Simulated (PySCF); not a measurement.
## Structure elucidation problem

Molecular formula: C3H12B2N2. Simulated spectra:

¹H NMR (400 MHz, computed): δ 3.41 (br, 1H), 3.33 (br, 1H), 2.59 (br, 1H), 1.77 (br s, 2H), 1.34 (br s, 2H), 0.40 (m, 2H), 0.09 (m, 2H), -0.52 (tt, J = 10.1, 6.6 Hz, 1H).

¹³C{¹H} NMR (computed): δ 5.9 (CH), 3.5 (CH2).

No solvent model, averaged over atoms made equivalent by symmetry, fast rotation or ring inversion, no relativistic terms, one computed conformer. Coordinates at the PBE0-D3(BJ)/def2-SVP level; B3LYP/pcJ-1 coupling constants (spin–dipole term only in couplings to heteroatoms); NMR shieldings at PBE0/pcSseg-1/GIAO; PySCF.

Shifts are taken against calculated references (same method and geometry level): ¹H (31.27 ppm), ¹³C (184.41 ppm) vs TMS.

Question: Propose a structure and justify it.

Answer: 
1. 2 carbon signals for 3 carbons: some carbons are equivalent by symmetry or fast rotation.
2. Carbon types of the structure: 1 × CH, 2 × CH2, leaving 7 H on heteroatoms.
3. δC 5.9, 3.5: three-membered-ring carbon; carbons of three-membered rings are unusually shielded.
4. δH 3.41, 3.33: hydrogen on a boron bonded to 2 N, in a 4-membered ring.
5. δH 2.59: hydrogen on a boron bonded to C, 2 N, in a 4-membered ring.
6. δH 1.77, 1.34: hydrogen on a donor nitrogen of a Lewis adduct; exchangeable; this is the value without hydrogen bonding to other molecules.
7. δH 0.40, 0.09, -0.52: hydrogen on a three-membered-ring carbon; cyclopropane-type protons are shielded by the ring.
8. The protons at 3.33 and 3.41 share a coupling of 7.0 Hz (geminal).

Structure: `[BH2-]1[NH2+][BH-](C2CC2)[NH2+]1`.

The data come from this structure; uniqueness wasn't tested.

OH and NH positions are those of a molecule without intermolecular hydrogen bonds; in solution they move with solvent, concentration and temperature, and exchange usually removes their couplings. Hydrogens on boron are broadened and split by ¹¹B (spin 3/2, 80 %) and 10B (spin 3). A carbon bonded to boron is broadened by the quadrupolar boron nucleus and is often missing from a measured spectrum. Multiplet labels drop couplings under 1 Hz and merge nearly equal ones. Couplings among chemically equivalent protons are left out too, so labels in AA′BB′ or AA′XX′ sets are apparent multiplicities. Unscaled 3J(H,H) at this level run about 10 % above measured values. Shifts are as computed. Against solution values, carbons near 30 ppm lie about +2 ppm off and those near 130 ppm about +5 ppm. Of 1313 compounds with measured shifts, 239 miss one by over three times the rms of a fit or turn the order of signals round; such compounds aren't used in these exercises. Couplings to exchangeable protons are dropped. Only one conformer was computed, so three-bond couplings in flexible chains and rings are approximate.
